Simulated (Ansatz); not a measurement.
Computed with Ansatz.

A structure relaxed at PBE0-D4/def2-TZVP, charge 0, multiplicity 1:

Cartesian coordinates in Å:
```
O 0.442 1.399 -0.577
Sn 0.205 -0.422 0.034
F 0.198 -0.349 1.942
Br -2.037 -1.216 -0.556
H -0.287 1.983 -0.351
H 1.479 -1.395 -0.492
```

Question: Give its formula and SMILES.

Answer: BrFH2OSn, `[OH][SnH]([F])[Br]`.

Question: Summarise the bond lengths by kind.

Answer: 1 × O–Sn 1.936 Å; 1 × H–O 0.961 Å; 1 × F–Sn 1.910 Å; 1 × Br–Sn 2.451 Å; 1 × H–Sn 1.687 Å.
